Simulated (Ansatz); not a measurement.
Relaxation of ClH9HfNO2PSi (16 atoms, charge 0, multiplicity 1), to a largest force component of 0.03 eV/Å in at most 50 steps.

Computed with RKS PBE/def2-SVP in Ansatz 0.2.0.

```xyz
16
Properties=species:S:1:pos:R:3
Hf -0.078 -0.017 0.033
O -0.400 -0.154 2.035
Si -1.237 -0.100 3.485
H -2.479 -0.950 3.403
H -0.368 -0.636 4.590
H -1.619 1.317 3.828
Cl 2.199 0.566 -0.446
N -1.175 1.566 -0.584
H -1.870 1.565 -1.340
H -1.112 2.515 -0.193
O -0.804 -1.444 -1.034
H -1.072 -2.312 -1.357
P 1.697 -3.033 1.449
H 0.687 -3.525 0.546
H 2.321 -2.231 0.427
H 0.878 -1.958 1.919
```

**Question.** Where does it end, and by what steps?

**Answer.** The forces met the threshold. After 16 steps the energy has fallen by 0.132 eV; H16 moved furthest, 0.94 Å.

| step | energy less start (eV) | largest force component (eV/Å) | accepted |
| --- | --- | --- | --- |
| 0 | 0.0000 | 1.049 | yes |
| 1 | -0.0869 | 0.159 | yes |
| 2 | -0.1035 | 0.339 | yes |
| 3 | -0.1086 | 0.260 | yes |
| 4 | -0.1050 | 0.449 | no |
| 5 | -0.1133 | 0.081 | yes |
| 6 | -0.1179 | 0.175 | yes |
| 7 | -0.1191 | 0.338 | yes |
| 8 | -0.1232 | 0.151 | yes |
| 9 | -0.1258 | 0.040 | yes |
| 10 | -0.1284 | 0.113 | yes |
| 11 | -0.1293 | 0.105 | yes |
| 12 | -0.1302 | 0.068 | yes |
| 13 | -0.1308 | 0.073 | yes |
| 14 | -0.1311 | 0.072 | yes |
| 15 | -0.1314 | 0.054 | yes |
| 16 | -0.1316 | 0.025 | yes |

```xyz
16
Properties=species:S:1:pos:R:3
Hf -0.282 0.164 -0.055
O -0.700 0.080 1.857
Si -1.140 -0.094 3.465
H -2.318 -1.024 3.578
H 0.010 -0.663 4.252
H -1.515 1.246 4.040
Cl 2.069 0.590 -0.304
N -1.307 1.751 -0.801
H -1.786 1.789 -1.708
H -1.422 2.660 -0.336
O -0.855 -1.344 -1.112
H -1.069 -2.228 -1.438
P 1.828 -3.397 1.470
H 0.779 -3.475 0.483
H 2.312 -2.144 0.948
H 0.966 -2.744 2.423
```

Whether the end is a true minimum wasn't checked by a vibrational analysis.

Time of the run: 90 s on 4 threads of Intel(R) Xeon(R) Platinum 8259CL CPU @ 2.50GHz (Skylake/Cascade Lake), with other jobs on the host, peak memory 0.32 GiB.
